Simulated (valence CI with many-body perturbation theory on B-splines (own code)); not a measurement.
# Zr³³⁺: calculated level list

Computed by configuration interaction combined with many-body perturbation theory (CI+MBPT): five valence electrons over a frozen Dirac-Fock core [He], a basis of 9 s, 9 p, 8 d, 6 f, 3 g, 1 h functions for each j, with the one-electron correlation potential Σ1, the two-electron term Σ2, the three-electron term Σ3, Breit, model QED; selected CI, second order for the rest (own B-spline code, finite nucleus).

The last digits are not significant, and no measured levels were compared; by estimate large intervals hold to a few tenths of a per cent, small ones and those within an open d or f shell to about a per cent. Among the levels kept, up to 1500 cm⁻¹ of a level comes from second order outside the variational space, and about a tenth of that is noise between levels of different J, which matters for small intervals.

Levels 1 to 45 of 83, with energies above the lowest level, (2s^2 2p1/2^2 2p3/2) J=3/2. "Leading %" is the weight of the configuration and term that name the level; weights of strongly mixed levels are sums over their largest components and can fall short. In the jj column 3d3/2^4 stands for four electrons in 3d with j = 3/2. Lifetimes count E1, E2, E3, M1 and M2 decay at the calculated energies, and are blank where another channel may lead or the interval is too uncertain; long ones can be off by a factor of two.

```csv
No.,Configuration,Term,J,E (Ry),Leading %,Second component,Lifetime,g,Leading jj
1,2s2.2p3,2P°,3/2,0.00,40,39 % 2s2.2p3 4S°,,1.468,2s^2 2p1/2^2 2p3/2 (96 %)
2,2s2.2p3,2D°,3/2,5.75,49,48 % 2s2.2p3 4S°,186 ns,1.384,2s^2 2p1/2 2p3/2^2 (97 %)
3,2s2.2p3,2D°,5/2,6.84,100,,1.02 μs,1.190,2s^2 2p1/2 2p3/2^2 (100 %)
4,2s2.2p3,2P°,1/2,8.28,99,,187 ns,0.653,2s^2 2p1/2 2p3/2^2 (99 %)
5,2s2.2p3,2P°,3/2,14.03,57,29 % 2s2.2p3 2D°,71.0 ns,1.256,2s^2 2p3/2^3 (98 %)
6,2s.2p4,4P,5/2,16.38,84,16 % 2s.2p4 2D,23.1 ps,1.528,2s 2p1/2^2 2p3/2^2 (96 %)
7,2s.2p4,4P,1/2,19.47,55,43 % 2s.2p4 2S,7.28 ps,2.320,2s 2p1/2^2 2p3/2^2 (88 %)
8,2s.2p4,4P,3/2,19.49,50,28 % 2s.2p4 2D,5.30 ps,1.373,2s 2p1/2^2 2p3/2^2 (80 %)
9,2s.2p4,4P,3/2,23.63,49,38 % 2s.2p4 2D,6.17 ps,1.322,2s 2p1/2 2p3/2^3 (85 %)
10,2s.2p4,2D,5/2,25.14,84,16 % 2s.2p4 4P,7.61 ps,1.253,2s 2p1/2 2p3/2^3 (96 %)
11,2s.2p4,2P,1/2,26.76,51,30 % 2s.2p4 4P,2.94 ps,1.516,2s 2p1/2 2p3/2^3 (80 %)
12,2s.2p4,2P,3/2,27.61,65,34 % 2s.2p4 2D,2.54 ps,1.145,2s 2p1/2 2p3/2^3 (95 %)
13,2s.2p4,2P,1/2,33.80,47,37 % 2s.2p4 2S,2.78 ps,1.471,2s 2p3/2^4 (88 %)
14,2p5,2P°,3/2,39.44,99,,2.64 ps,1.325,2p1/2^2 2p3/2^3 (99 %)
15,2p5,2P°,1/2,46.14,99,,2.10 ps,0.653,2p1/2 2p3/2^4 (99 %)
16,2s2.2p2.3s,4P,1/2,175.05,54,23 % 2s2.2p2.3s 2S,79.7 fs,2.071,2s^2 2p1/2^2 3s (97 %)
17,2s2.2p2.3p,4D°,1/2,178.29,43,37 % 2s2.2p2.3p 2P°,7.55 ps,0.667,2s^2 2p1/2^2 3p1/2 (97 %)
18,2s2.2p2.3p,4D°,3/2,180.62,28,24 % 2s2.2p2.3p 4P°,5.39 ps,1.341,2s^2 2p1/2^2 3p3/2 (95 %)
19,2s2.2p2.3s,4P,3/2,180.91,89,9 % 2s2.2p2.3s 2P,103 fs,1.682,2s^2 2p1/2 2p3/2 3s (99 %)
20,2s2.2p2.3s,2P,1/2,181.29,69,30 % 2s2.2p2.3s 4P,49.8 fs,1.266,2s^2 2p1/2 2p3/2 3s (99 %)
21,2s2.2p2.3s,2D,5/2,181.79,53,45 % 2s2.2p2.3s 4P,74.8 fs,1.375,2s^2 2p1/2 2p3/2 3s (97 %)
22,2s2.2p2.3s,2D,3/2,182.08,57,40 % 2s2.2p2.3s 2P,52.4 fs,1.022,2s^2 2p1/2 2p3/2 3s (98 %)
23,2s2.2p2.3d,4F,3/2,184.02,39,23 % 2s2.2p2.3d 2D,56.2 fs,0.772,2s^2 2p1/2^2 3d3/2 (97 %)
24,2s2.2p2.3p,4P°,1/2,184.12,41,30 % 2s2.2p2.3p 4D°,8.49 ps,1.662,2s^2 2p1/2 2p3/2 3p1/2 (98 %)
25,2s2.2p2.3p,4D°,3/2,184.45,53,25 % 2s2.2p2.3p 2D°,9.92 ps,1.154,2s^2 2p1/2 2p3/2 3p1/2 (97 %)
26,2s2.2p2.3d,2D,5/2,184.99,25,23 % 2s2.2p2.3d 4D,13.5 fs,1.200,2s^2 2p1/2^2 3d5/2 (96 %)
27,2s2.2p2.3p,2F°,5/2,185.09,37,32 % 2s2.2p2.3p 2D°,8.09 ps,1.133,2s^2 2p1/2 2p3/2 3p1/2 (96 %)
28,2s2.2p2.3p,4D°,5/2,186.12,51,34 % 2s2.2p2.3p 4P°,5.08 ps,1.428,2s^2 2p1/2 2p3/2 3p3/2 (97 %)
29,2s2.2p2.3p,4S°,3/2,186.20,35,31 % 2s2.2p2.3p 2P°,1.21 ps,1.423,2s^2 2p1/2 2p3/2 3p1/2 (83 %)
30,2s2.2p2.3p,4P°,1/2,186.35,41,29 % 2s2.2p2.3p 2P°,6.04 ps,1.775,2s^2 2p1/2 2p3/2 3p3/2 (97 %)
31,2s2.2p2.3p,2D°,3/2,186.70,45,36 % 2s2.2p2.3p 4P°,4.95 ps,1.234,2s^2 2p1/2 2p3/2 3p3/2 (88 %)
32,2s2.2p2.3p,2F°,7/2,187.04,52,46 % 2s2.2p2.3p 4D°,10.1 ps,1.270,2s^2 2p1/2 2p3/2 3p3/2 (97 %)
33,2s2.2p2.3p,2P°,3/2,187.40,46,20 % 2s2.2p2.3p 2D°,1.04 ps,1.340,2s^2 2p1/2 2p3/2 3p3/2 (92 %)
34,2s2.2p2.3p,2D°,5/2,187.90,48,26 % 2s2.2p2.3p 2F°,2.19 ps,1.186,2s^2 2p1/2 2p3/2 3p3/2 (92 %)
35,2s2.2p2.3s,4P,5/2,188.35,52,45 % 2s2.2p2.3s 2D,62.9 fs,1.408,2s^2 2p3/2^2 3s (95 %)
36,2s2.2p2.3p,2P°,1/2,188.58,81,8 % 2s2.2p2.3p 4D°,1.26 ps,0.704,2s^2 2p1/2 2p3/2 3p3/2 (94 %)
37,2s2.2p2.3s,2P,3/2,188.70,49,41 % 2s2.2p2.3s 2D,48.3 fs,1.134,2s^2 2p3/2^2 3s (97 %)
38,2s.2p3.3s,6S°,5/2,189.64,61,27 % 2s.2p3.3s 4P°,306 fs,1.801,2s 2p1/2^2 2p3/2 3s (78 %)
39,2s2.2p2.3d,4F,3/2,189.94,41,33 % 2s2.2p2.3d 2P,31.9 fs,0.942,2s^2 2p1/2 2p3/2 3d3/2 (96 %)
40,2s2.2p2.3d,4F,5/2,190.05,55,37 % 2s2.2p2.3d 2F,67.5 fs,0.986,2s^2 2p1/2 2p3/2 3d3/2 (94 %)
41,2s2.2p2.3d,4D,1/2,190.10,79,14 % 2s2.2p2.3d 2P,61.1 fs,0.232,2s^2 2p1/2 2p3/2 3d3/2 (98 %)
42,2s2.2p2.3d,4F,7/2,190.36,59,32 % 2s2.2p2.3d 4D,283 fs,1.278,2s^2 2p1/2 2p3/2 3d5/2 (92 %)
43,2s2.2p2.3s,2S,1/2,190.49,72,15 % 2s2.2p2.3s 4P,53.2 fs,1.959,2s^2 2p3/2^2 3s (93 %)
44,2s2.2p2.3d,2F,7/2,190.74,41,28 % 2s2.2p2.3d 2G,8.67 ps,1.133,2s^2 2p1/2 2p3/2 3d3/2 (79 %)
45,2s.2p3.3s,4S°,3/2,190.89,52,22 % 2s.2p3.3s 2P°,59.7 fs,1.673,2s 2p1/2^2 2p3/2 3s (82 %)
```

The ionisation energy to 2s2.2p2 3P_0 of the next ion comes out as 4296.1 eV (NIST: 4300 ± 30 eV (semi-empirical)). All 83 levels together are meant to be complete up to 198.53 Ry.
